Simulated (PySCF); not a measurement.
Polarisability and C₆ of Ir (iridium, neutral)

[Xe] 4f14 5d9, 2D determinant (an excited configuration). Computed with PySCF 2.14 in def2-QZVPPD with the def2 core potential (60 electrons) (7s5p4d4f2g, 88 functions), with scalar relativity through the core potential. Coupled (time-dependent) response in atomic units; α is the mean over directions.

```
 method  mean α (bohr³)         α xx, yy, zz  C₆ (like pair)  S(−4)
r2SCANh           37.04  31.83, 31.83, 47.47           323.8  916.0
   BP86           39.43  33.50, 33.50, 51.29           342.9   1111
```

S(−4) is the Cauchy moment in α(ω) = α(0) + S(−4) ω² + …

Spin-orbit coupling is absent.

α(iu) at r2SCANh:

| u (hartree) | α(iu) (bohr³) |
| --- | --- |
| 0 | 37.04 |
| 0.0500 | 34.98 |
| 0.100 | 30.62 |
| 0.200 | 22.84 |
| 0.300 | 17.89 |
| 0.500 | 12.20 |
| 0.750 | 8.447 |
| 1.00 | 6.274 |
| 1.50 | 3.895 |
| 2.00 | 2.656 |
| 3.00 | 1.454 |
| 5.00 | 0.6184 |

A single London oscillator, α(iu) = α/(1 + u²/ω²), gives C₆ = (3/4) ω α². Matching the computed C₆ needs ω = 4 × 323.8 / (3 × 37.04²) = 0.315 hartree.

The components differ because the open shell of this determinant is not spherical; for a pure term their mean is the scalar polarisability.

Energies and moments cover only the electrons outside the core potential. Spin-orbit coupling, absent here, splits the open shell strongly.
